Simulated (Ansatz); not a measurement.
C3H9BS, relaxed with RKS PBE0-D4/def2-TZVP in Ansatz from a PBE-D4/def2-SVP geometry. The force threshold is 0.005 eV/Å; the program also tests the step.

Total charge 0; spin multiplicity 1. The bonds changed during the relaxation, so this is another structure than the one it started from.

Start:

```xyz
14

B     1.345   -0.425    0.489
C     0.700    0.782    1.382
C    -0.559    0.975    0.528
S     0.192    0.396   -1.074
C    -0.954   -0.871   -1.686
H     0.820   -1.529    0.635
H     2.526   -0.432    0.169
H     1.316    1.705    1.376
H     0.471    0.543    2.441
H    -1.361    0.252    0.780
H    -1.000    1.989    0.425
H    -1.176   -1.595   -0.879
H    -1.878   -0.397   -2.067
H    -0.443   -1.393   -2.518
```

Task: By how much does the energy fall, and how many steps does the optimiser take? (Estimate.)

Result: Ansatz gave: 0.07 eV, in 8 steps.

Task: Which bonds change most? (An estimate is asked.)

Result: The calculation gave: B1–S4 from 2.108 to 2.071 Å; C3–S4 from 1.861 to 1.825 Å; S4–C5 from 1.816 to 1.791 Å; B1–H7 from 1.223 to 1.202 Å.

Task: Give the relaxed structure. (Estimate.)

Result: The calculation gave: 
```xyz
14

B     1.327   -0.432    0.491
C     0.706    0.794    1.361
C    -0.567    0.944    0.529
S     0.188    0.382   -1.034
C    -0.938   -0.849   -1.685
H     0.784   -1.500    0.671
H     2.489   -0.477    0.183
H     1.305    1.706    1.302
H     0.505    0.596    2.416
H    -1.319    0.203    0.804
H    -1.033    1.927    0.439
H    -1.172   -1.577   -0.909
H    -1.843   -0.369   -2.058
H    -0.431   -1.348   -2.512
```
